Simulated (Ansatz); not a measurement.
System: SnF2, charge 0, triplet. This triplet is an excited state, 3.4 eV above the singlet at CCSD(T)/def2-QZVPP (Ansatz, a quantum-chemistry and plane-wave program). SnF2 (SMILES [F][Sn][F], triplet).
B3LYP-D3(BJ)/def2-TZVP minimum from Ansatz:
```
Sn
F 1 1.9491
F 1 1.9491 2 115.42
```
Charge 0, spin multiplicity 3.

Total energies in def2-SVP, 18 correlated electrons, 11 frozen orbitals. Radicals and triplets start from unrestricted determinants; spin-orbit coupling is neglected. Correlated methods leave the cores frozen (noble-gas shells, and filled d and f shells in the p block). Past Kr the def2 sets carry scalar-relativistic core potentials. Spin-orbit terms, left out, reach several kcal/mol for Br and I, and more for heavier atoms. The spin of F2Sn ([F][Sn][F], triplet) was assumed, and the state is the lowest solution found for it.

```json
[
 {"method": "HF", "program": "Ansatz", "energy (Eh)": "-412.03071", "minus CCSDT(Q) (mEh)": "442.87"},
 {"method": "MP2", "program": "Ansatz", "energy (Eh)": "-412.45861", "minus CCSDT(Q) (mEh)": "14.97"},
 {"method": "CCSD", "program": "Ansatz", "energy (Eh)": "-412.46356", "minus CCSDT(Q) (mEh)": "10.02"},
 {"method": "CCSD(T)", "program": "Ansatz", "energy (Eh)": "-412.47141", "minus CCSDT(Q) (mEh)": "2.16"},
 {"method": "CCSDT(Q)", "program": "Ansatz", "energy (Eh)": "-412.47358", "minus CCSDT(Q) (mEh)": "0.00"}
]
```

Rough core times of Ansatz's runs on a shared machine: CCSD(T) under 20 s, CCSDT(Q) 3 min.
